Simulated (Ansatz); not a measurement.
Molecule: sum formula SiHF₃ (charge 0, singlet). 
Coordinates optimised at B3LYP-D3(BJ)/def2-TZVP (Ansatz, an electronic-structure program):
SMILES: F[SiH](F)F
```xyz
5

Si    -0.0378    -0.0056     0.3210
F     -0.6853     1.2966    -0.2933
F      1.4942    -0.0233    -0.0598
F     -0.7271    -1.2613    -0.3426
H     -0.2079    -0.0307     1.7674
```

Atomisation energy built up term by term with Ansatz (kcal/mol; UHF references for open shells; valence terms freeze the core; atomic spin-orbit terms are left out). Basis-set limits of correlation are two-point, X^-3; Hartree-Fock from the larger set (for Q and 5 zeta extrapolated as (X+1)exp(-9√X)).

```
term                                            basis  kcal/mol
-----------------------  ----------------------------  --------
Hartree-Fock             CBS(cc-pV(Q+d)Z,cc-pV(5+d)Z)       [?]
CCSD correlation         CBS(cc-pV(Q+d)Z,cc-pV(5+d)Z)       [?]
(T)                      CBS(cc-pV(Q+d)Z,cc-pV(5+d)Z)      8.24
core correlation                            cc-pwCVTZ      0.06
scalar relativity (X2C)    cc-pVTZ-DK against cc-pVTZ     -1.50
sum: De                                                     [?]
```

Problem. What belongs in the gaps?

Solution. 
- Hartree-Fock, kcal/mol: 388.33
- CCSD correlation, kcal/mol: 117.93
- sum: De, kcal/mol: 513.1
